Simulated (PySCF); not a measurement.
All numbers come from PySCF, PBE, basis Sc def2-TZVP, F def2-TZVP (no relativity, density fitting). Open shells, if any, are unrestricted.

Question: What shape and geometry does isolated singlet ScF₃ take (every ligand bound to Sc)?

Answer: Formally Sc is in oxidation state +3, d0. The polar-tensor charge on Sc, 2.27, is below the formal one. The lowest minimum found is a singlet of D3h symmetry with Sc–F 1.851 Å (×3); F–Sc–F 120.0° (×3). Its harmonic wavenumbers are 75 (a2''), 165 (e'), 605 (a1'), 705 (e') cm⁻¹ and its dipole moment is 0.00 D.

This need not be the most stable arrangement of these atoms.
